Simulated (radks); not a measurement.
Q: Valence configurations of the copper ion Cu3+ (all share [Ar]). Method: scalar-relativistic Kohn-Sham, PBE, spin-polarised, spherical densities, finite nucleus; open shells are filled with parallel spins first; Fermi nuclear charge, rms radius 3.8823 fm; computed with a radial shooting solver on a logarithmic mesh with Libxc functionals. Order these by energy: 3d6.5 4s1 4p0.5; 3d8; 3d5.5 4s2 4p0.5; 3d5.5 4s1 4p1.5; 3d7 4s1; 3d6.5 4p1.5; 3d6.5 4s0.5 4p1; 3d7.5 4p0.5; 3d4.5 4s1 4p2.5; 3d6 4p2.

A: From the lowest, in eV above it: 3d8 0.000; 3d7.5 4p0.5 11.205; 3d7 4s1 14.549; 3d6.5 4s1 4p0.5 27.983; 3d6.5 4s0.5 4p1 32.696; 3d6.5 4p1.5 37.416; 3d5.5 4s2 4p0.5 52.289; 3d6 4p2 52.567; 3d5.5 4s1 4p1.5 59.097; 3d4.5 4s1 4p2.5 100.51. NIST lists [Ar] 3d8 as the ground configuration; this level of theory agrees among the configurations tried. The energies are those of spherical high-spin densities, not of single terms.
